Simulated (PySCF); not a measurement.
Coordinates in bohr (charge 0 multiplicity 1):
```
Ta    0.0000    0.0000    0.0000
F     0.0000    0.0000    3.5026
F     3.0334    0.0000   -1.7513
F    -3.0334    0.0000   -1.7513
```

Method: B3LYP in PySCF with Ta def2-SVP with ECP60, F def2-SVP; scalar-relativistic core potentials, no spin–orbit coupling; density-fitted integrals.

This geometry of TaF₃ is a stationary point at this level.

(1) What is the point group?

(2) Is it a minimum?

(3) List the harmonic modes with their infrared intensities.

(4) Give the atomic charges and bond orders.

(5) What is the atomisation energy, with and without zero-point energy?

## Answers

(1) D3h.

(2) Yes: all harmonic wavenumbers are real.

(3) 
```json
{"symmetry": "a2''", "ω (cm⁻¹)": "151", "IR (km/mol, summed over degenerate members)": "0.3"}
{"symmetry": "e'", "ω (cm⁻¹)": "159", "IR (km/mol, summed over degenerate members)": "8.9"}
{"symmetry": "a1'", "ω (cm⁻¹)": "721", "IR (km/mol, summed over degenerate members)": "0.0"}
{"symmetry": "e'", "ω (cm⁻¹)": "732", "IR (km/mol, summed over degenerate members)": "232"}
```

(4) 
```tsv
atom	Mulliken	Löwdin	polar tensor	Mayer order to Ta1
Ta1	0.86	0.23	1.41	–
F2,3,4	-0.29	-0.08	-0.47	1.20
```

(5) 1867 kJ/mol without, 1851 kJ/mol with.

Other isomers or separated fragments may lie lower. Spin–orbit coupling, left out here, can matter for elements this heavy.
